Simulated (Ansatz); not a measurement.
Cost and result up the ladder for BH2(OEt) (C2H7BO) (11 atoms). The state is a singlet with charge 0. Geometry: r2SCAN-D4/def2-SVP.

```xyz
11

B    -0.518   -1.511    1.155
H    -1.255   -1.978    0.308
H    -0.161   -2.130    2.129
O    -0.063   -0.254    1.037
C    -0.387    0.586   -0.070
C     0.851    0.860   -0.897
H    -1.177    0.110   -0.678
H    -0.792    1.524    0.344
H     0.618    1.561   -1.714
H     1.643    1.302   -0.274
H     1.241   -0.070   -1.340
```

Ansatz on 2 threads of AMD EPYC 7R13 on a shared host. Times are rough, and most runs start from the orbitals of an earlier one. ωB97M-V/def2-TZVP serves as the yardstick here, not as an exact answer. Differences are given only for rows in sets of like size (and for xTB, whose basis is part of the method), since another set adds its own error. Binding counts from free atoms at the same level (B doublet, H doublet, O triplet, C triplet; other spins of the atoms weren't run), without zero-point energy or a counterpoise term.

B3LYP takes the VWN-RPA correlation. Correlated methods freeze 4 core orbitals.

Correlated methods converge slowly with the basis.

| level | functions | wall time |
| --- | --- | --- |
| HF/6-31G | 50 | 0.25 s |
| B3LYP-D4/6-31G | 50 | 0.6 s |
| PBE0-D4/def2-SVP | 91 | 0.75 s |
| PBE-D4/def2-SVP | 91 | 0.8 s |
| PBE-D4/def2-TZVP | 166 | 1.4 s |
| revPBE-D4/def2-TZVP | 166 | 1.5 s |
| MP2/def2-TZVP | 166 | 1.8 s |
| PBE0-D4/def2-TZVP | 166 | 1.9 s |
| PBE-D4/def2-TZVPD | 214 | 2.1 s |
| PBE0-D4/def2-TZVPD | 214 | 2.5 s |
| r2SCAN-D4/def2-TZVPD | 214 | 3.3 s |
| r2SCAN0-D4/def2-TZVP (with forces) | 166 | 3.6 s |
| ωB97X-V/def2-TZVP | 166 | 5 s |
| ωB97M-V/def2-TZVP | 166 | 5.5 s |

Task: Estimate what each level gives for the binding energy per atom (eV).

Result: 
| level | binding energy per atom (eV) | difference from ωB97M-V/def2-TZVP (eV) |
| --- | --- | --- |
| HF/6-31G | 2.87 | – |
| B3LYP-D4/6-31G | 3.92 | – |
| PBE0-D4/def2-SVP | 4.05 | – |
| PBE-D4/def2-SVP | 4.11 | – |
| PBE-D4/def2-TZVP | 4.07 | 0.06 |
| revPBE-D4/def2-TZVP | 3.98 | -0.04 |
| MP2/def2-TZVP | 3.91 | -0.10 |
| PBE0-D4/def2-TZVP | 4.01 | 0.00 |
| PBE-D4/def2-TZVPD | 4.07 | 0.05 |
| PBE0-D4/def2-TZVPD | 4.01 | 0.00 |
| r2SCAN-D4/def2-TZVPD | 4.01 | 0.00 |
| r2SCAN0-D4/def2-TZVP (with forces) | 3.96 | -0.05 |
| ωB97X-V/def2-TZVP | 4.01 | -0.01 |
| ωB97M-V/def2-TZVP | 4.01 | 0.00 |
